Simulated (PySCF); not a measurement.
NMR data simulated for an unnamed compound:

$^{1}$H NMR (300 MHz, computed): δ 5.36 (m, 1H), 3.55 (m, 3H), 3.54 (m, 1H), 3.39 (d, 3H), 3.22 (m, 1H), 2.48 (s, 6H).

$^{13}$C{$^{1}$H} NMR (computed): δ 43.9 (CH3).

PySCF 2.14.0 with density-fitted response routines calculation with NMR shieldings at PBE0/pcSseg-1/GIAO and structure optimised with GFN2-xTB; one computed conformer, averaged over atoms made equivalent by symmetry, fast rotation or ring inversion, no relativistic terms, in vacuum.

Referencing at the same level of theory: $^{1}$H (σ = 31.72 ppm) and $^{13}$C (σ = 186.93 ppm) vs TMS.

Which of these does the molecule contain: an S-methyl group, an N-methyl group, a benzene ring, a C≡C triple bond, a Si–H bond?

Answers


- An S-methyl group: no.
- An N-methyl group: yes (δC 43.9; δH 2.48 (s)).
- A benzene ring: no.
- A C≡C triple bond: no.
- A Si–H bond: yes (δH 5.36 (m)).

The data belong to `CN(C)[Si@H]([SiH3])[SiH2][SiH3]`, C2H15NSi4; they needn't prove each group on their own.

Carbon signals by region: 1 below 50 ppm.

Shifts are as computed. Against solution values, carbons near 30 ppm lie about +3 ppm off and those near 130 ppm about +5 ppm. Of 1211 compounds with measured shifts, 218 miss one by over three times the rms of a fit or turn the order of signals round; such compounds aren't used in these exercises. No couplings were computed; multiplicities are counted from neighbouring protons, with m where these are inequivalent, close in shift, in a saturated or five-membered ring or joined by F or P, and br s for small geminal =CH2 splittings.
